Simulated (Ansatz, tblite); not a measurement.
Spin states of Si21OH32, each relaxed with PBE-D4/def2-SVP in Ansatz. Electronic energies in the gas phase.

The xTB rows come from tblite. Correlated methods freeze 106 core orbitals. Single mean-field runs in def2-SVP are fitted with def2-universal-jkfit.

Singlet geometry:

```xyz
54

Si    2.161    0.848    3.193
Si    3.763   -0.375   -2.079
Si    0.723   -2.481   -2.390
Si   -0.571   -1.803    3.716
Si   -1.356   -3.349    0.602
O     1.631   -1.523    0.745
Si    0.968    2.805   -0.262
Si    0.451    1.461   -2.139
Si   -1.218    0.412    1.005
Si   -2.773   -1.152   -2.044
Si   -2.947    3.007   -1.736
Si    3.081   -0.648    0.146
Si    1.452   -1.317    2.596
Si    1.099    2.620    2.080
Si    0.860   -2.938   -0.096
Si    2.434    1.113   -3.353
Si   -0.598   -0.564   -2.718
Si   -1.324   -3.862    2.884
Si   -1.916    0.079    3.239
Si   -2.591   -1.369    0.276
Si   -1.030    2.999   -3.136
Si   -2.766    2.150    0.477
H     1.765    0.902    4.651
H     3.662    0.962    3.131
H     4.989    0.373   -1.579
H     4.255   -1.646   -2.715
H    -0.030   -3.688   -2.897
H     2.054   -2.452   -3.096
H    -0.004   -1.955    5.115
H    -1.705   -4.529   -0.281
H     2.241    3.494   -0.731
H    -0.105    3.875   -0.376
H    -3.109   -2.421   -2.793
H    -3.739   -0.078   -2.468
H    -4.017    2.251   -2.486
H    -3.423    4.440   -1.642
H     4.186   -1.278    0.949
H     2.839    0.749    0.635
H     2.517   -2.325    2.972
H     1.909    3.853    2.453
H    -0.265    2.814    2.681
H     1.825   -4.046    0.251
H     2.162    0.448   -4.678
H     3.286    2.336   -3.584
H    -0.587   -0.400   -4.225
H    -0.372   -4.982    3.220
H    -2.701   -4.205    3.390
H    -3.354   -0.252    3.573
H    -1.461    1.137    4.219
H    -3.953   -1.608    0.899
H    -0.390    4.363   -3.193
H    -1.389    2.584   -4.542
H    -2.421    3.366    1.312
H    -4.200    1.804    0.828
```

Triplet geometry:

Cartesian coordinates in Å:
```
Si -0.665 -3.941 -0.548
Si -2.809 0.793 -3.747
Si -2.896 1.979 0.272
Si -0.415 -2.979 3.169
Si -1.280 0.622 3.499
O -1.854 -1.147 0.797
Si 0.985 -0.809 -2.602
Si 0.461 1.438 -2.065
Si 1.632 -0.414 1.231
Si 0.436 3.256 1.431
Si 4.042 2.197 -0.549
Si -2.645 -0.570 -1.832
Si -1.721 -2.800 1.212
Si 1.213 -2.848 -1.448
Si -2.654 0.100 1.654
Si -0.743 1.905 -4.046
Si -0.784 2.663 -0.493
Si -1.142 -1.377 4.735
Si 1.772 -2.341 2.578
Si 0.814 1.280 2.636
Si 2.483 2.637 -2.264
Si 3.760 0.031 0.321
H -0.155 -5.230 0.059
H -1.619 -4.308 -1.656
H -3.217 0.013 -4.977
H -3.885 1.813 -3.469
H -3.316 3.083 1.227
H -3.965 1.904 -0.789
H -0.471 -4.387 3.712
H -1.886 1.751 4.300
H 0.066 -1.141 -3.759
H 2.352 -0.617 -3.228
H -0.393 4.211 2.255
H 1.720 3.947 1.049
H 3.910 3.195 0.571
H 5.445 2.305 -1.099
H -3.987 -1.018 -1.306
H -1.799 -1.793 -2.066
H -3.110 -3.348 1.449
H 1.686 -3.745 -2.575
H 2.325 -2.826 -0.438
H -3.993 -0.420 2.127
H -0.951 3.388 -4.228
H -0.011 1.370 -5.251
H -0.994 3.945 -1.274
H -2.507 -1.726 5.273
H -0.176 -1.278 5.889
H 2.541 -1.980 3.830
H 2.505 -3.462 1.887
H 1.787 1.489 3.777
H 3.120 2.261 -3.579
H 2.172 4.114 -2.297
H 4.042 -0.974 -0.771
H 4.775 -0.208 1.418
```

⟨S²⟩: triplet 2.01 at PBE0-D4/def2-SVP (pure 2.00).

Only these spin states were relaxed. The triplet has other bonds than the singlet, so the gap mixes isomer and spin.

```tsv
level	triplet − singlet (kcal/mol)	lowest of these
GFN2-xTB	3.1	singlet
HF/STO-3G	-6.3	triplet
PBE-D4/def2-SVP	14.6	singlet
r2SCAN-D4/def2-SVP	8.5	singlet
r2SCANh-D4/def2-SVP	8.3	singlet
PBE0-D4/def2-SVP	13.0	singlet
ωB97M-V/def2-SVP	19.6	singlet
B2PLYP/def2-SVP	10.2	singlet
```

Change of the triplet − singlet gap on mixing in exact exchange, in kcal/mol: PBE to PBE0 (25 % exact exchange) -1.6; r2SCAN to r2SCANh (10 % exact exchange) -0.2.

The xTB methods have no spin-polarisation term.
